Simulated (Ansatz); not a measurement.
```yaml
crystal:
  periodic: [false, false, false]
  atoms:
    - {symbol: C, position_ang: [-1.289349, -0.400183, -2.419920]}
    - {symbol: N, position_ang: [-0.237206, 0.273489, -1.702642]}
    - {symbol: C, position_ang: [0.789967, 0.780988, -2.575723]}
    - {symbol: Hf, position_ang: [-0.106420, 0.263685, 0.329190]}
    - {symbol: C, position_ang: [-2.212494, 0.587583, 1.024257]}
    - {symbol: C, position_ang: [0.949211, 2.172237, 0.841657]}
    - {symbol: C, position_ang: [0.609448, -0.916257, 2.528173]}
    - {symbol: C, position_ang: [1.765371, -0.763856, 1.738246]}
    - {symbol: C, position_ang: [1.603177, -1.545369, 0.572296]}
    - {symbol: C, position_ang: [0.341425, -2.175729, 0.643974]}
    - {symbol: C, position_ang: [-0.273138, -1.782268, 1.853913]}
    - {symbol: H, position_ang: [-0.908089, -1.246692, -3.012155]}
    - {symbol: H, position_ang: [-1.806094, 0.278632, -3.114103]}
    - {symbol: H, position_ang: [-2.045749, -0.789914, -1.730973]}
    - {symbol: H, position_ang: [0.390587, 1.524511, -3.281019]}
    - {symbol: H, position_ang: [1.581775, 1.273581, -2.003037]}
    - {symbol: H, position_ang: [1.255456, -0.018681, -3.172743]}
    - {symbol: H, position_ang: [-2.592699, 1.484705, 0.515678]}
    - {symbol: H, position_ang: [-2.903134, -0.230412, 0.788649]}
    - {symbol: H, position_ang: [-2.287593, 0.766740, 2.102626]}
    - {symbol: H, position_ang: [1.996539, 2.215592, 0.520869]}
    - {symbol: H, position_ang: [0.421333, 2.988823, 0.328888]}
    - {symbol: H, position_ang: [0.935402, 2.397777, 1.913786]}
    - {symbol: H, position_ang: [0.416784, -0.423793, 3.470469]}
    - {symbol: H, position_ang: [2.621176, -0.150980, 1.977873]}
    - {symbol: H, position_ang: [2.314439, -1.641314, -0.235918]}
    - {symbol: H, position_ang: [-0.079627, -2.837307, -0.100014]}
    - {symbol: H, position_ang: [-1.250507, -2.085566, 2.197703]}
basis:
  gaussian: {orbitals: def2-mTZVPP}
total_charge: -1
magnetization: {spin_polarized: true, initial_magnetization: 1}
hamiltonian: {xc: {name: TPSS}, dispersion: d4}
output: {forces: true}
```

```sh
$ ansatz run in.yaml --threads 11 --pin off --events-out ev --progress --plain --max-ram 110592MiB --backend cuda --devices 0, --max-vram 75GiB
```

Question: How does Ansatz answer? (An estimate is asked.)

Answer: Ansatz gave: The program refused the input.
```
Error: YAML parse error: error: line 36 column 19: hamiltonian.xc: no functional is named "TPSS"; the names, which are not case-sensitive, are SVWN5, SPW92, PBE, PBE0, PBEsol, revPBE, revPBE0, RPBE, rPW86-PBE, HSE06, wPBEh, LC-wPBE, HISS, HF, BLYP, B3LYP, B3LYP5, BHLYP, CAM-B3LYP, r2SCAN, r2SCANh, r2SCAN0, r2SCAN50, m-r2SCAN, B97, wB97, wB97X, wB97X-V, B97M-V, wB97M-V, B2PLYP, B2GP-PLYP, PBE0-DH, PBE-QIDH
34 | total_charge: -1
35 | magnetization: {spin_polarized: true, initial_magnetization: 1}
36 | hamiltonian: {xc: {name: TPSS}, dispersion: d4}
37 | output: {forces: true}
```

HSE06 is defined as in plane-wave codes.
